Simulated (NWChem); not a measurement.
Species: CHCl3OSi; SMILES O=C[Si](Cl)(Cl)Cl

```xyz
7

O     -1.5573     2.1706     0.7071
C     -1.4772     1.2477    -0.0734
Si    -0.0489    -0.0650     0.0019
Cl     1.2277     0.3661     1.5518
Cl     0.9544    -0.0211    -1.8054
Cl    -0.9073    -1.9284     0.2584
H     -2.2398     1.0945    -0.9026
```
Atoms are numbered in this order, from 1.

Program: NWChem. Pople sets run with spherical d functions. Coordinates come from a PBE-D3(BJ)/def2-SVP optimisation. Level: M06-2X/6-31G* with SMD (1 M gas to 1 M solution), gas-phase geometry. Reactions with the solvent are ignored.

```json
[
 {"solvent": "water", "dielectric constant": "78.4", "solvation free energy (kcal/mol)": "-1.3", "cavity-dispersion-structure term (kcal/mol)": "3.7", "dipole in solution (D)": "2.26"},
 {"solvent": "2-propanol", "dielectric constant": "19.3", "solvation free energy (kcal/mol)": "-5.4", "cavity-dispersion-structure term (kcal/mol)": "-0.9", "dipole in solution (D)": "2.17"},
 {"solvent": "anisole", "dielectric constant": "4.22", "solvation free energy (kcal/mol)": "-5.4", "cavity-dispersion-structure term (kcal/mol)": "-2.6", "dipole in solution (D)": "1.93"},
 {"solvent": "chloroform", "dielectric constant": "4.71", "solvation free energy (kcal/mol)": "-5.3", "cavity-dispersion-structure term (kcal/mol)": "-2.1", "dipole in solution (D)": "1.98"},
 {"solvent": "tetrahydrofuran", "dielectric constant": "7.43", "solvation free energy (kcal/mol)": "-5.8", "cavity-dispersion-structure term (kcal/mol)": "-2.6", "dipole in solution (D)": "2.01"},
 {"solvent": "ethanol", "dielectric constant": "24.9", "solvation free energy (kcal/mol)": "-5.1", "cavity-dispersion-structure term (kcal/mol)": "-0.4", "dipole in solution (D)": "2.20"},
 {"solvent": "toluene", "dielectric constant": "2.37", "solvation free energy (kcal/mol)": "-5.2", "cavity-dispersion-structure term (kcal/mol)": "-3.1", "dipole in solution (D)": "1.81"}
]
```
